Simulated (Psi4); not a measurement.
S8, charge -1, doublet, at the geometry of the source list (a state made from the parent by changing its charge; the spin is typed, not shown lowest) (a gas-phase anion, which may not be bound at this level). Base run: PBE/pcseg-1 in Psi4 1.11.

Here is a job for Psi4.
```
memory 2 GB

molecule {
-1 2
  S     1.75900000   -1.78430000    0.07990000
  S     1.53220000   -0.05360000    1.13450000
  S     1.91110000    1.62190000    0.03530000
  S     0.12080000    2.06780000   -0.96920000
  S    -1.36750000    1.78240000    0.41160000
  S    -2.37000000    0.10280000   -0.23390000
  S    -1.52050000   -1.64200000    0.45650000
  S    -0.06520000   -2.09500000   -0.91460000
}

set basis pcseg-1
set reference uks

energy('pbe')
print_variables()
```

Each row names what was changed in the base input (with any setting that the change needs).

```csv
change,ΔE vs base (mEh),SCF cycles,grid points,basis functions
base,0.000,15,163156,144
scf_type = direct,0.139,19,163156,144
dft_basis_tolerance = 1e-8,0.000,15,158695,144
dft_spherical_points = 194,0.045,15,105863,144
e_convergence = 1e-8,0.000,16,163156,144
guess = core,0.000,22,163156,144
guess = modhuckel,0.000,20,163156,144
dft_pruning_scheme = robust,0.000,15,109412,144
scf_type = disk_df,0.000,15,163156,144
df_basis_scf = def2-universal-jkfit,0.000,15,163156,144
puream = false,-11.787,15,163156,152
df_basis_scf = cc-pvtz-jkfit,-0.058,15,163156,144
dft_radial_points = 99,0.006,15,215783,144
```

Open shells are given as the SCF converged; they aren't shown to be the lowest states, and a large step between rows can be another state.

A gas-phase anion may not be bound at this level; its values then depend on the basis.
